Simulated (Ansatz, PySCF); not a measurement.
Noncovalent pair: BrH3Sn (SMILES [Br][SnH3]) (first 5 atoms) with NH3 (SMILES N); geometry from B3LYP-D3(BJ)/def2-TZVP, rigid monomers moved along the line of their centres of mass till Sn2···N6 is 4.20 Å.
(charge 0, multiplicity 1):
```xyz
9

Br     2.33329    -0.32594     0.97761
Sn     0.43826     1.06202     0.04340
H      1.13794     1.63114    -1.42276
H      0.13736     2.38632     1.06829
H     -0.88335     0.05541    -0.32376
N     -1.31223    -0.30362     3.61351
H     -2.23466    -0.12764     3.99585
H     -1.20020    -1.30630     3.51304
H     -0.62657     0.00262     4.29467
```

Counterpoise-corrected where a basis set is named; no monomer relaxation.

Correlated levels freeze the cores. Filled d and f shells under p-block atoms count as core. CBS(a, b) extrapolates the correlation energy as X⁻³ and adds the Hartree–Fock energy of set b.

Programs: Ansatz (a first-principles code); PySCF for the dispersion terms.  In def2 rows elements past Kr take small-core potentials, without spin–orbit coupling.

PBE/def2-TZVPPD gives -84.6 meV for the interaction energy.

Where do these levels fall relative to PBE: PBE-D3(BJ)/def2-TZVPPD, r2SCAN/def2-TZVPPD, B3LYP/def2-TZVPPD, wB97M-V/def2-TZVPPD, MP2/CBS(def2-SVPD, def2-TZVPPD), CCSD(T)/CBS(def2-SVPD, def2-TZVPPD).

PBE-D3(BJ)/def2-TZVPPD -25.9; r2SCAN/def2-TZVPPD -8.6; B3LYP/def2-TZVPPD 18.3; wB97M-V/def2-TZVPPD -25.6; MP2/CBS(def2-SVPD, def2-TZVPPD) -23.6; CCSD(T)/CBS(def2-SVPD, def2-TZVPPD) -21.8 meV. 1 of 6 lie above PBE; the widest gap is to PBE-D3(BJ)/def2-TZVPPD.
